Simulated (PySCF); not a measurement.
## Mayer bond orders and bond lengths

Species: C4H9OPSi.
Numbering: `[O:1]=[P@@H:2]1[CH:3]=[C:4]([SiH3:5])[CH2:6][CH2:7]1` (hydrogens: H8 on P2; H9 on C3; H10, H11, H12 on Si5; H13, H14 on C6; H15, H16 on C7)

Structure used (PBE0-D3(BJ)/def2-SVP), in Å, numbered top down from 1:
```
atom  x, y, z in Å
O1    -2.7390   -1.8891   -0.3954
P2    -1.9213   -0.6438   -0.4942
C3    -0.1924   -0.7314   -1.0357
C4     0.6273   -0.0168   -0.2441
Si5    2.4864    0.0801   -0.5136
C6    -0.0381    0.7323    0.8949
C7    -1.4762    0.2271    1.0570
H8    -2.4872    0.3640   -1.3393
H9     0.1354   -1.3088   -1.9041
H10    2.8957    1.5004   -0.7414
H11    2.8646   -0.7511   -1.6922
H12    3.1868   -0.4122    0.7123
H13   -0.0243    1.8114    0.6604
H14    0.5420    0.6264    1.8267
H15   -2.1997    1.0137    1.3121
H16   -1.5441   -0.5542    1.8311
```

Bond orders from the PBE0/pcSseg-1 density (PySCF). The structure is a single PBE0-D3(BJ)/def2-SVP conformer in the gas phase; no vibrational or solvent corrections.

Task: How far do the computed orders between heavy atoms stray from the drawn ones?

Result: The largest departure is 0.161, at C3–C4 (drawn double, 1.839). Drawn single, order below 0.88: P2–C3 (0.852) and C4–Si5 (0.860).

Task: Give the Mayer order of every bond, beside its length.

Result: 
```
   bond  drawn as  length (Å)  Mayer order
  O1–P2    double       1.493        1.855
  P2–C3    single       1.814        0.852
  C3–C4    double       1.345        1.839
 C4–Si5    single       1.881        0.860
  C4–C6    single       1.517        1.002
  C6–C7    single       1.533        1.009
  C7–P2    single       1.834        0.902
  P2–H8    single       1.432        0.878
  C3–H9    single       1.093        0.956
Si5–H10    single       1.496        0.936
Si5–H11    single       1.491        0.948
Si5–H12    single       1.495        0.938
 C6–H13    single       1.104        0.928
 C6–H14    single       1.103        0.943
 C7–H15    single       1.099        0.938
 C7–H16    single       1.102        0.930
```

By pair of heavy elements: C–P: lowest P2–C3 (0.852, 1.814 Å), highest C7–P2 (0.902, 1.834 Å); in 1 of the 1 pairs the longer bond (by over 0.003 Å) has the higher order (by 0.02 or more). C–C: lowest C4–C6 (1.002, 1.517 Å), highest C3–C4 (1.839, 1.345 Å).

Task: Sum the orders of all bonds at each heavy atom with more than one neighbour and set the sums beside the valence in the SMILES.

Result: P2 4.487 (drawn 5), C3 3.647 (drawn 4), C4 3.701 (drawn 4), Si5 3.682 (drawn 4), C6 3.882 (drawn 4), C7 3.779 (drawn 4). Orders between atoms that aren't bonded are not in these sums.

Mayer orders depend on the basis set.

The run behind these numbers computed NMR shieldings as well. The run took 31 s (grids of density and orbitals included) on an Arm Neoverse V1 with one thread, shared host with 32 logical CPUs at a one-minute load of 8.3, and the process peaked at 0.86 GiB of memory.
